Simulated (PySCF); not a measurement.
## Potential energy of CaAl along the bond

Set-up: PySCF, spin-free X2C with a Gaussian nucleus, basis sets Ca x2c-SVPall, Al x2c-SVPall. Energies in eV from Ca + Al in their ground configurations at the same level. State: ²Π (doublet), unpaired electrons π ↑.

All columns are PBE0. A positive dipole means Ca(−)Al(+).

```
R (Å)  E (eV)  μ (D)  Mulliken charge on Ca (basis-dependent)  HOMO (eV)  LUMO (eV)  Mayer bond order  ⟨S²⟩
2.724  -0.327  -2.47                                    -0.01      -4.16      -2.45              1.27  1.06
2.851  -0.500  -2.62                                     0.01      -4.02      -2.34              1.23  1.04
2.978  -0.593  -2.72                                     0.03      -3.91      -2.24              1.18  1.01
3.073  -0.624  -2.78                                     0.05      -3.84      -2.18              1.13  0.99
3.168  -0.632  -2.82                                     0.06      -3.78      -2.12              1.08  0.97
3.263  -0.623  -2.84                                     0.07      -3.73      -2.07              1.03  0.95
3.390  -0.591  -2.84                                     0.09      -3.67      -2.06              0.95  0.92
3.548  -0.535  -2.79                                     0.10      -3.62      -2.09              0.84  0.87
3.738  -0.457  -2.68                                     0.10      -3.59      -2.11              0.71  0.83
3.992  -0.355  -2.47                                     0.10      -3.58      -2.12              0.54  0.79
```

A fit through these points gives, at Re = 3.158 Å, μ = -2.82 D and dμ/dR = -0.338 D/Å; the reduced mass is 16.11 u.

**Question.** How strong is the fundamental in the double-harmonic approximation, I = 42.26·(dμ/dR)²/μred km/mol?

**Answer.** I = 42.26·(-0.338)²/16.11 = 0.300 km/mol at PBE0.

⟨S²⟩ is raised (CaAl 0.97), so spin contamination touches these numbers. The state was picked by a PBE0 search and need not be the measured ground state.
